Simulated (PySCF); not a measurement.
C3H7FSi2, SMILES C#C[SiH2][C@H](F)[SiH3].

Geometry optimised at PBE-D3(BJ)/def2-SVP. The structure was generated by enumeration; whether it is a known compound was not checked. One conformer was computed; it need not be the lowest.

Level of theory: PBE-D3(BJ)/def2-SVP (PySCF).

Frequencies are harmonic and unscaled.

```tsv
mode	ν (cm⁻¹)	IR (km/mol)	moving atoms (share of kinetic energy)
1	43	0.1	Si 33 %, C 28 %, H 23 %, F 16 %
2	80	0.1	C 39 %, Si 31 %, H 18 %, F 13 %
3	136	0.0	H 81 %, Si 8 %
4	165	0.4	Si 36 %, H 28 %, C 27 %, F 9 %
5	221	4.9	F 47 %, Si 19 %, H 19 %, C 15 %
6	233	8.2	C 58 %, H 27 %, F 10 %
7	247	10.5	C 42 %, H 25 %, F 21 %, Si 12 %
8	333	11.6	C 67 %, F 17 %, H 11 %
9	486	5.4	Si 43 %, H 39 %, C 14 %
10	524	1.4	H 82 %, Si 14 %
11	597	24.1	H 69 %, Si 19 %
12	627	31.8	C 49 %, Si 40 %, H 11 %
13	668	29.4	H 76 %, C 16 %
14	699	33.0	H 77 %, C 23 %
15	701	23.7	H 76 %, C 24 %
16	749	38.6	H 56 %, C 33 %, Si 10 %
17	792	234.8	H 58 %, Si 23 %, C 17 %
18	814	47.9	H 58 %, C 35 %
19	876	183.3	H 87 %, Si 11 %
20	902	30.0	H 97 %
21	907	60.9	H 89 %
22	909	26.4	H 96 %
23	986	57.6	C 52 %, F 34 %, H 13 %
24	1037	15.5	H 70 %, C 27 %
25	1233	2.1	H 86 %, C 12 %
26	2083	28.5	C 90 %, H 9 %
27	2169	69.9	H 99 %
28	2178	48.4	H 98 %
29	2182	26.5	H 96 %
30	2183	94.4	H 96 %
31	2186	142.3	H 96 %
32	2959	6.4	H 92 %
33	3389	54.5	H 86 %, C 14 %
```
